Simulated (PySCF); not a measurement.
## Nickel: a sound run and one with changed settings

Sound run: Ni [Ar] 3d8 4s2, Ni⁺ [Ar] 3d9. Calculation: PySCF 2.14, in Sapporo-DKH3-DZP-2012; the spin-free X2C one-electron Hamiltonian (Gaussian nucleus). In the sound run the correlated levels freeze [Ar]. The sound run starts from symmetry-adapted Hartree-Fock orbitals and uses a fine grid where one is needed.

Changed run: the non-relativistic Hamiltonian (point nucleus). This setting is unsound on purpose.

| species | method | sound run (hartree) | changed run (hartree) | converged |
| --- | --- | --- | --- | --- |
| Ni | UHF | -1519.06272 | -1500.81649 | yes |
| Ni | M06-2X | -1520.54074 | -1502.30493 | yes |
| Ni | MP2 | -1519.32764 | -1501.07497 | yes |
| Ni⁺ | UHF | -1518.76182 | -1500.54399 | yes |
| Ni⁺ | M06-2X | -1520.25602 | -1502.04887 | yes |
| Ni⁺ | MP2 | -1519.07306 | -1500.85076 | yes |

Ionisation energy of Ni:

| method | sound run (eV) | changed run (eV) |
| --- | --- | --- |
| UHF | 8.188 | 7.415 |
| TPSS | 7.625 | 6.751 |
| M06-2X | 7.748 | 6.968 |
| MP2 | 6.927 | 6.101 |
| SCS-MP2 | 7.158 | 6.342 |

Most of the change in total energy is the relativistic energy itself. On top of that the contraction fixes the core shape for the Hamiltonian it was made with, so the changed run is not a good calculation with the other Hamiltonian either.

For comparison, NIST gives 7.640 eV between the lowest levels.
